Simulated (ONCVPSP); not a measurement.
# Bi (Z = 83): one change to an ONCV potential, before and after

* Element: bismuth (Bi)
* Generator: ONCVPSP 4.0.1
* Type: optimised norm-conserving Vanderbilt (ONCV)
* Functional: LDA (Perdew-Zunger)
* Relativity: scalar-relativistic
* Frozen core: [Kr] 4d10 4f14
* Valence charge: 23
* Reference configuration: 5s2 5p6 5d10 6s1.5 6p3.5
* Partial waves: 5s+6s: rc 1.40 bohr, ncon 4, nbas 7, qcut 8 1/bohr, 2 projectors; 5p+6p: rc 1.65 bohr, ncon 4, nbas 7, qcut 9.4 1/bohr, 2 projectors; 5d: rc 1.80 bohr, ncon 4, nbas 9, qcut 10.6 1/bohr, 2 projectors, debl 1.8 Ha
* Local potential: polynomial inside 1.15 bohr (lpopt 5, dvloc0 6 Ha)
* Core correction: Teter function fitted to the true core (icmod 2), fcfact 0.65

All-electron outer shells of the reference configuration (LDA (Perdew-Zunger), scalar-relativistic, ld1.x):

```json
{"shell": "4d", "level (eV)": "-430.79", "outermost node (bohr)": "0.19", "outermost maximum (bohr)": "0.38"}
{"shell": "5s", "level (eV)": "-158.91", "outermost node (bohr)": "0.44", "outermost maximum (bohr)": "0.77"}
{"shell": "4f", "level (eV)": "-153.85", "outermost node (bohr)": "–", "outermost maximum (bohr)": "0.34"}
{"shell": "5p", "level (eV)": "-96.83", "outermost node (bohr)": "0.48", "outermost maximum (bohr)": "0.86"}
{"shell": "5d", "level (eV)": "-28.00", "outermost node (bohr)": "0.51", "outermost maximum (bohr)": "1.03"}
{"shell": "6s", "level (eV)": "-15.29", "outermost node (bohr)": "0.98", "outermost maximum (bohr)": "1.86"}
{"shell": "6p", "level (eV)": "-5.11", "outermost node (bohr)": "1.14", "outermost maximum (bohr)": "2.41"}
```

Change: s: qcut 6.2; p: qcut 7.3; d: qcut 8.2.

Cutoffs: the cutoffs (Ha) at which the residual kinetic energy of the hardest occupied pseudo-wave falls to 1 and 0.1 mHa per electron; they do not see the model core or the augmentation charge, which bear on the density cutoff. Errors are all-electron minus pseudo energies relative to the spin-unpolarised reference configuration.

Q: What does the change do?

A: The potential gets harder (30 Ha and 43 Ha → 39 Ha and 80 Ha); of the 4 tests that both files solve, the error grows in 1 and shrinks in 2 by more than 15 % and 0.3 meV (median size 6.3 → 5.0 meV); neither file shows a bound ghost.

```tsv
quantity	base	changed
cutoff, loose	30 Ha	39 Ha
cutoff, tight	43 Ha	80 Ha
loose cutoff by channel	s 28 Ha, p 20 Ha, d 30 Ha	s 39 Ha, p 20 Ha, d 25 Ha
bound ghosts	none	none
GHOST(+) flags under 300 eV	none	none
error for 5s2 5p6 5d10 6s2 6p3, meV [ΔE -5.04 eV]	+0.7	0.0
error for 5s2 5p6 5d10 6s2 6p2, meV [ΔE 3.11 eV]	-2.6	-3.3
error for 5s2 5p6 5d10 6s2 6p1, meV [ΔE 18.68 eV]	-9.9	-11
error for 5s2 5p6 5d9 6s2 6p4, meV [ΔE 19.08 eV]	-15	-6.7
s: phases at 1.42 bohr within 0.05 rad from the reference energy up to (Ha; the scan ends near 5)	to the end of the scan	to the end of the scan
p: phases at 1.68 bohr within 0.05 rad from the reference energy up to (Ha; the scan ends near 5)	to the end of the scan	to the end of the scan
d: phases at 1.83 bohr within 0.05 rad from the reference energy up to (Ha; the scan ends near 5)	to the end of the scan	to the end of the scan
rms error of d²Exc/dni dnj with the model core, mHa	0.76	1.07
```
